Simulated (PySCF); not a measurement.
Polarisability and C₆ of Fe⁺ (iron, charge +1)

[Ar] 3d6 4s1, high-spin 6D determinant. Calculation: PySCF 2.14, in aug-cc-pVTZ (8s7p5d3f2g, 93 functions); no relativity, point nucleus. Coupled (time-dependent) response in atomic units; α is the mean over directions.

```json
{"method": "M06", "mean α (bohr³)": "23.19", "α xx, yy, zz": "22.87, 22.87, 23.84", "C₆ (like pair)": "108.3", "S(−4)": "467.1"}
```

S(−4) is the Cauchy moment in α(ω) = α(0) + S(−4) ω² + …

α(iu) at M06:

```
u (hartree)  α(iu) (bohr³)
          0          23.19
     0.0500          22.09
      0.100          19.43
      0.200          13.64
      0.300          9.699
      0.500          5.797
      0.750          3.779
       1.00          2.784
       1.50          1.786
       2.00          1.277
       3.00         0.7650
       5.00         0.3698
```

A single London oscillator, α(iu) = α/(1 + u²/ω²), gives C₆ = (3/4) ω α². Matching the computed C₆ needs ω = 4 × 108.3 / (3 × 23.19²) = 0.269 hartree.

For an ion, C₆ is the dispersion term alone; charge-induced terms of lower order in 1/R come first.

The components differ because the open shell of this determinant is not spherical; for a pure term their mean is the scalar polarisability.
